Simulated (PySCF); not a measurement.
## Identify the compound

An unknown has the formula C₆H₈N₂OSi. Its calculated NMR data are:

$^{1}$H NMR (600 MHz, computed): δ 7.16 (m, 1H), 6.31 (m, 1H), 5.10 (d, 2H), 3.74 (s, 3H), 2.61 (t, 1H).

$^{13}$C{$^{1}$H} NMR (computed): δ 157.4 (C), 134.6 (CH), 108.5 (CH), 107.7 (CH), 81.5 (C), 56.3 (CH3).

[PySCF: shieldings: GIAO PBE0/pcSseg-1; PBE0-D3(BJ)/def2-SVP geometry; relativity neglected; a single conformation; fast rotation and ring inversion assumed for equivalent nuclei; in vacuum]

Chemical shifts δ = σref − σ; $^{1}$H (σ = 31.27 ppm) and $^{13}$C (σ = 184.41 ppm) against TMS, all at this level.

Propose a structure and justify it.

Answers


1. Rings plus π bonds: 5 (1 ring in the answer).
2. 6 carbon signals for 6 carbons: no two carbons are equivalent.
3. Carbon types of the structure: 2 × C, 3 × CH, 1 × CH3, leaving 2 H on heteroatoms.
4. δC 157.4: aromatic carbon bearing oxygen; an ipso carbon deshielded by its heteroatom.
5. δC 134.6: aromatic CH between two ring heteroatoms.
6. δC 108.5: terminal alkyne carbon.
7. δC 107.7: aromatic CH next to a ring nitrogen; it is ortho or para to a lone-pair donor and shielded by resonance.
8. δC 81.5: alkyne carbon; sp carbons lie upfield of alkene carbons because the cylindrical π system leaves one tensor component strongly shielded.
9. δC 56.3: methyl carbon bonded to O; pulled downfield by the heteroatom.
10. δH 7.16: hydrogen on an aromatic CH between two ring heteroatoms; the ring current deshields protons in the ring plane.

Structure: `n1([SiH2]C#C)cncc1OC`.

This is the structure that produced the data.

Shifts are as computed. Against solution values, carbons near 30 ppm lie about +2 ppm off and those near 130 ppm about +5 ppm. Of 1211 compounds with measured shifts, 218 miss one by over three times the rms of a fit or turn the order of signals round; such compounds aren't used in these exercises. No couplings were computed; multiplicities are counted from neighbouring protons, with m where these are inequivalent, close in shift, in a saturated or five-membered ring or joined by F or P, and br s for small geminal =CH2 splittings.
